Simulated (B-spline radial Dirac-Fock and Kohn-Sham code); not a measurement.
# Tm: input and output of one calculation

ΔSCF core binding energies without Breit or QED terms, calculated with an atomic code on a B-spline grid. Keys: rel is the Hamiltonian (dirac, or spin-free x2c and nr, where L3 and M5 stand for the whole 2p and 3d shells), method is hf or an exchange,correlation pair (spin-unpolarised, also for the hole states), nuc the nuclear model, radius_factor scales its radius, rmax is the box in bohr, h the logarithmic mesh step, order the B-spline order, points the quadrature points per cell, c_factor scales the speed of light, and damp, ndamp, maxit and tol steer the iteration. The run stops when the commutator error falls below 10·tol·max(1, Z/10), or the numerical noise floor, and the energy has settled to about 1e-8 Ha; the virial ratio is −V/T.

Input (task.json):

```json
{"items": [{"Z": 69, "q": 0, "cfg": [[1, 0, 2], [2, 0, 2], [2, 1, 6], [3, 0, 2], [3, 1, 6], [3, 2, 10], [4, 0, 2], [4, 1, 6], [4, 2, 10], [4, 3, 13], [5, 0, 2], [5, 1, 6], [6, 0, 2]], "A": 169, "rrms": 5.2256, "do": "settings", "holes": ["K", "L3", "M5"],
  "settings": [{"rel": "dirac", "method": "lda,vwn", "nuc": "fermi", "radius_factor": 1.0, "rmax": 45.0, "h": 0.3, "order": 8, "points": 10, "c_factor": 1.0, "maxit": 99, "damp": 0.5, "ndamp": 3, "tol": 1e-08, "cfg": "1s2 2s2 2p6 3s2 3p6 3d10 4s2 4p6 4d10 4f13 5s2 5p6 6s2 6p2"}]}]}
```

Command: `python xray2_run.py task.json out`

Ground-state iterations:

```
iter   energy (Ha)        error
   1   -13571.00442256  1.99e+00
   2   -13462.11299447  1.36e+00
   3   -13535.28382379  1.44e+00
   4   -13567.64496744  5.85e-01
   5   -13559.21317703  9.83e-01
   6   -13466.50247915  1.27e+00
   7   -13571.45249428  1.53e-01
   8   -13468.09008627  1.25e+00
   9   -13572.17661646  4.94e-02
  10   -13571.99557168  3.48e-02
  11   -13540.37202477  7.01e-01
  12   -13540.39558263  7.00e-01
  13   -13540.35886596  7.01e-01
  14   -13540.35178673  7.01e-01
  15   -13540.28427039  7.02e-01
  23   -13567.20574595  4.06e-01
  31   -13571.64709663  2.20e-02
  39   -13571.81088150  6.45e-02
  47   -13467.92687256  1.24e+00
  55   -13554.56258073  8.86e-01
  63   -13572.16410727  1.14e-02
  71   -13572.22385721  5.60e-03
  79   -13572.23505204  4.96e-04
  87   -13572.23521189  6.34e-06
  89   -13572.23521190  1.84e-07
```

The ground state converged in 89 iterations, with total energy -13572.23521 Ha, virial ratio 1.90356 and highest orbital energy 1.00 eV. Holes are computed only in closed shells, and unreliable hole states are left out.

Task: One setting is unsound. Which, and why?

Result: cfg describes an anion whose outer electrons are not bound. With the default settings (Dirac Hartree-Fock): The ground state converged in 13 iterations, with total energy -13574.29176 Ha, virial ratio 1.90347 and highest orbital energy -5.29 eV. ΔSCF binding energies: K (1s) 59662.9 eV, L3 (2p3/2) 8669.2 eV, M5 (3d5/2) 1469.8 eV.
